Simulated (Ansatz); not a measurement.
Basis-set extrapolation for AlH$_{4}$NOSi (PBE0-D4/def2-TZVP geometry, frozen core, the Gaussian-basis code of Ansatz). Multiplicity 1, RHF reference.

```
                      def2-TZVPP   def2-QZVPP
                 HF  -662.708623  -662.732184
    MP2 correlation    -0.637212    -0.686707
CCSD(T) correlation    -0.687615      not run
```

Energies in hartree. Use E(X) = E(∞) + A·exp(−7.88·√X) for Hartree–Fock and E(X) = E(∞) + B·X^(−2.97) for correlation, with X = 3 and 4, and add CCSD(T) minus MP2 of the smaller set to the MP2 limit.

Problem. What is the CCSD(T) energy at the basis-set limit?

Solution. HF limit: -662.732184 + (-0.023561) × 0.13774 = -662.73543. MP2 limit: -0.686707 + (-0.049495) × 0.74074 = -0.72337. Higher-order term: -0.687615 − (-0.637212) = -0.05040. Total: -663.50920 hartree, 296.6 kJ/mol below CCSD(T)/def2-TZVPP.
